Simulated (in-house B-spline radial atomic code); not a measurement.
Results of a calculation; reference values are marked as such.
**What the choice of pseudopotential does to G0W0 on PBE0: Cr**

All numbers come from an all-electron radial atomic-structure program (B-spline basis), non-relativistic, configuration [Ar] 3d5 4s1, open shells at high spin. Semilocal Troullier-Martins pseudo-atoms, one channel per l, are made with PBE or LDA for several valence sets and radii, with or without a model core, and set against the all-electron atom. One channel fits only the lowest state of its l, so a second state of that l is approximate. All electrons give 4s up: PBE0 -4.850 eV, G0W0 -7.189 eV, 3d up: PBE0 -5.406 eV, G0W0 -7.986 eV. Potentials are made in the ion's own configuration unless the neutral atom is named, and a smooth local potential serves every l without a channel. Potentials that miss their own reference levels by more than 6 millihartree, or need radii over 3.5 bohr, are left out. Columns give pseudo minus all-electron, in eV; a dash marks a level in the core or of low weight.

```json
{"valence": "3d 4s", "made with": "PBE", "radii (bohr)": "s 2.79 d 2.40", "model core (bohr)": "none", "4s up PBE0": "-0.08", "4s up G0W0": "-0.56", "3d up PBE0": "+0.21", "3d up G0W0": "+1.45"}
{"valence": "3d 4s", "made with": "PBE", "radii (bohr)": "s 3.21 d 2.76", "model core (bohr)": "none", "4s up PBE0": "-0.12", "4s up G0W0": "-0.60", "3d up PBE0": "+0.21", "3d up G0W0": "+1.44"}
{"valence": "3d 4s", "made with": "LDA", "radii (bohr)": "s 3.40 d 3.12", "model core (bohr)": "none", "4s up PBE0": "-0.11", "4s up G0W0": "-0.62", "3d up PBE0": "-0.08", "3d up G0W0": "+0.98"}
{"valence": "3d 4s", "made with": "PBE", "radii (bohr)": "s 2.79 d 2.40", "model core (bohr)": "1.35", "4s up PBE0": "-0.37", "4s up G0W0": "-0.80", "3d up PBE0": "+0.71", "3d up G0W0": "+2.04"}
{"valence": "3d 4s", "made with": "LDA", "radii (bohr)": "s 3.17 d 2.76", "model core (bohr)": "1.35", "4s up PBE0": "-0.27", "4s up G0W0": "-0.76", "3d up PBE0": "+0.59", "3d up G0W0": "+1.86"}
{"valence": "3p 3d 4s", "made with": "PBE", "radii (bohr)": "s 2.51 p 0.72 d 2.16", "model core (bohr)": "none", "4s up PBE0": "-0.20", "4s up G0W0": "-0.64", "3d up PBE0": "+0.08", "3d up G0W0": "+0.49"}
{"valence": "3p 3d 4s", "made with": "PBE", "radii (bohr)": "s 3.21 p 0.92 d 2.76", "model core (bohr)": "none", "4s up PBE0": "-0.27", "4s up G0W0": "-0.86", "3d up PBE0": "+0.10", "3d up G0W0": "+0.47"}
{"valence": "3p 3d 4s", "made with": "LDA", "radii (bohr)": "s 3.40 p 1.04 d 3.12", "model core (bohr)": "none", "4s up PBE0": "-0.26", "4s up G0W0": "-0.92", "3d up PBE0": "-0.03", "3d up G0W0": "+0.29"}
{"valence": "3p 3d 4s", "made with": "PBE", "radii (bohr)": "s 2.51 p 0.72 d 2.16", "model core (bohr)": "0.47", "4s up PBE0": "-0.23", "4s up G0W0": "-0.67", "3d up PBE0": "+0.14", "3d up G0W0": "+0.56"}
{"valence": "3p 3d 4s", "made with": "LDA", "radii (bohr)": "s 2.76 p 0.80 d 2.40", "model core (bohr)": "0.47", "4s up PBE0": "-0.17", "4s up G0W0": "-0.63", "3d up PBE0": "+0.02", "3d up G0W0": "+0.40"}
{"valence": "3p 3d 4s", "made with": "LDA", "radii (bohr)": "s 3.17 p 0.92 d 2.76", "model core (bohr)": "0.47", "4s up PBE0": "-0.21", "4s up G0W0": "-0.78", "3d up PBE0": "+0.01", "3d up G0W0": "+0.37"}
{"valence": "3s 3p 3d 4s", "made with": "PBE", "radii (bohr)": "s 0.70 p 0.72 d 2.16", "model core (bohr)": "none", "4s up PBE0": "-0.02", "4s up G0W0": "-0.06", "3d up PBE0": "-0.06", "3d up G0W0": "-0.04"}
{"valence": "3s 3p 3d 4s", "made with": "LDA", "radii (bohr)": "s 0.90 p 0.92 d 2.76", "model core (bohr)": "0.46", "4s up PBE0": "+0.10", "4s up G0W0": "+0.02", "3d up PBE0": "-0.31", "3d up G0W0": "-0.33"}
{"valence": "3s 3p 3d 4s", "made with": "PBE", "radii (bohr)": "s 1.02 p 1.04 d 3.12", "model core (bohr)": "0.46", "4s up PBE0": "-0.06", "4s up G0W0": "-0.25", "3d up PBE0": "-0.16", "3d up G0W0": "-0.15"}
```

Question: How does the G0W0 shift of 4s up, which all sets hold, depend on the valence set?

Answer: Mean size: 3s 3p 3d 4s: 0.11 eV; 3d 4s: 0.67 eV; 3p 3d 4s: 0.75 eV. A semicore state feels strong exchange with the other subshells of its n, so the gain is largest when that whole shell is in the valence. The means mix radii and the functional used in making the potentials.
